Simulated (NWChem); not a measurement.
Molecule: C$_{4}$H$_{3}$N$_{2}$, doublet; SMILES [c]1ccncn1

All runs: NWChem. Pople sets run with spherical d functions. Spin-unrestricted. In the optimisation the excess spin sits in a' (Cs, its own frame). Geometry: optimised at PBE0/def2-SVP, spin-unrestricted. No frequency run checked for a minimum. No stability test was run on the SCF state.

What does the run give for B3PW91/6-31G*? Quantities: highest occupied level (eV); lowest empty minus highest occupied level, either spin (eV); dipole (D); <S²>.


```json
{
 "highest occupied level (eV)": "-6.10",
 "lowest empty minus highest occupied level, either spin (eV)": "3.93",
 "dipole (D)": "1.70",
 "<S²>": "0.755"
}
```
